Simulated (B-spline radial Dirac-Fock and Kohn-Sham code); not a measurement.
**M5 emission of Gd⁶⁺**

System: gadolinium as Gd⁶⁺ in the configuration 1s2 2s2 2p6 3s2 3p6 3d10 4s2 4p6 4d10 4f6 5s2 5p4.

Input file task.json (cfg lists n, l and occupation; rrms is the nuclear radius in fm):

```json
{"items": [{
  "Z": 64,
  "q": 6,
  "cfg": [[1, 0, 2], [2, 0, 2], [2, 1, 6], [3, 0, 2], [3, 1, 6], [3, 2, 10], [4, 0, 2], [4, 1, 6], [4, 2, 10], [4, 3, 6], [5, 0, 2], [5, 1, 4]],
  "A": 158,
  "rrms": 5.1569,
  "do": ["binding", "quiet", "decay"],
  "holes": ["K", "L1", "L2", "L3", "M1", "M2", "M3", "M4", "M5", "N1", "N2", "N3", "N4", "N5"]
}]}
```

Command: `python xray_run.py task.json out`

Model: one-electron (LDA, Dirac) transition rates at Dirac-Fock energies. Program: a radial finite-basis atomic code.

| line | multipole | energy (eV) | width (meV) | share (%) |
| --- | --- | --- | --- | --- |
| Mζ1 | E1 | – | 0.622 | 9.40 |
| M5-O3 | E1 | 1184.9 | 0.0780 | 1.18 |
| Mα2 | E1 | 1190.0 | 0.286 | 4.33 |
| Mα1 | E1 | 1190.8 | 5.62 | 85.1 |

The listed lines hold 100.0 % of the radiative rate. A dash stands for an energy that rests on an unreliable hole state. The radiative width is 0.00661 eV in the length form and 0.00671 eV in the velocity form; the two differ because the transition energies are not eigenvalue differences of the potential that gave the orbitals.

Values without a named source are computed, but for edge energies of neutral atoms, which are taken from tables.
